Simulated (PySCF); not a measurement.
A PySCF script (with the pyscf-properties extension) for the NMR shieldings of `CB(/C=C/C=C)C`, C₆H₁₁B, on a GFN2-xTB geometry:

```python
import basis_set_exchange as bse
import numpy as np
from pyscf import gto, dft
from pyscf.prop import nmr

atoms = """
C     3.555332    0.619105    0.187255
C     2.543253   -0.221741   -0.014237
C     1.166187    0.196653   -0.103651
C     0.130182   -0.634374   -0.317787
B    -1.355041   -0.215761   -0.456179
C    -2.389701   -1.310228   -0.936714
C    -1.848781    1.254109   -0.159322
H     3.392628    1.679455    0.295769
H     4.576044    0.282670    0.251624
H     2.731897   -1.283047   -0.119192
H     0.993134    1.259945    0.004089
H     0.380730   -1.686750   -0.427558
H    -2.034859   -1.839991   -1.819982
H    -3.381345   -0.921756   -1.156073
H    -2.503634   -2.070408   -0.162929
H    -2.838133    1.270775    0.293544
H    -1.943608    1.789132   -1.105545
H    -1.183045    1.838531    0.470471
"""
names = dict.fromkeys(["C", "B", "H"], "pcSseg-1")
basis = {el: gto.basis.parse(bse.get_basis(n, elements=[el], fmt="nwchem")) for el, n in names.items()}
mol = gto.M(atom=atoms, basis=basis, charge=0, verbose=0)
mf = dft.RKS(mol, xc="PBE0")
mf.grids.level = 2
mf.grids.alignment = dft.numint.BLKSIZE   # the property module wants whole blocks of grid points
mf.conv_tol = 1e-9
mf.kernel()

calc = nmr.RKS(mf)   # GIAO
C = mf.mo_coeff
Co = C[:, mf.mo_occ > 0]
resp = mf.gen_response(singlet=True, hermi=2)
def vind(x):   # induced exchange potential for any number of trial vectors
    d = np.einsum("pi,xij,qj->xpq", C, 2 * x.reshape(-1, C.shape[1], Co.shape[1]), Co, optimize=True)
    return np.einsum("xpq,pi,qj->xij", resp(d - d.transpose(0, 2, 1)), C, Co, optimize=True).ravel()
mo1, _ = nmr.rhf.solve_mo1(calc, with_cphf=vind)
sigma = calc.kernel(mo1)
for i, s in enumerate(sigma):   # ppm
    w = np.linalg.eigvalsh((s + s.T) / 2)
    print("%2d %-2s iso %8.1f  s11 %8.1f  s22 %8.1f  s33 %8.1f" % (i, mol.atom_pure_symbol(i), w.mean(), *w))
```

Q: What are the results?

A: 
```
 0 C  iso     54.3  s11    -56.2  s22     58.1  s33    160.9
 1 C  iso     38.3  s11    -73.6  s22     42.4  s33    146.0
 2 C  iso     27.0  s11    -81.9  s22     20.4  s33    142.5
 3 C  iso     40.3  s11    -62.5  s22     27.6  s33    155.8
 4 B  iso     25.0  s11    -39.8  s22     -5.9  s33    120.6
 5 C  iso    171.6  s11    153.8  s22    174.4  s33    186.4
 6 C  iso    176.4  s11    156.8  s22    183.2  s33    189.2
 7 H  iso     25.8  s11     22.8  s22     25.2  s33     29.4
 8 H  iso     25.9  s11     23.5  s22     25.3  s33     28.9
 9 H  iso     24.9  s11     22.4  s22     23.7  s33     28.5
10 H  iso     24.4  s11     20.5  s22     23.0  s33     29.5
11 H  iso     25.0  s11     20.7  s22     24.4  s33     29.8
12 H  iso     30.8  s11     27.0  s22     29.4  s33     36.0
13 H  iso     30.7  s11     26.9  s22     30.2  s33     35.1
14 H  iso     30.9  s11     27.2  s22     29.2  s33     36.3
15 H  iso     30.7  s11     26.7  s22     29.8  s33     35.7
16 H  iso     31.1  s11     27.2  s22     29.3  s33     36.8
17 H  iso     30.5  s11     25.8  s22     29.9  s33     35.7
```

These numbers come from an equivalent density-fitted implementation of the same equations, which agrees with the script to about 0.01 ppm for H and up to a few tenths of a ppm for heavy atoms, so last digits may differ.

Size and cost of the density-fitted run: 174 basis functions, 24 s wall time on 1 thread of an Arm Neoverse V2, shared host; peak memory 0.78 GiB.
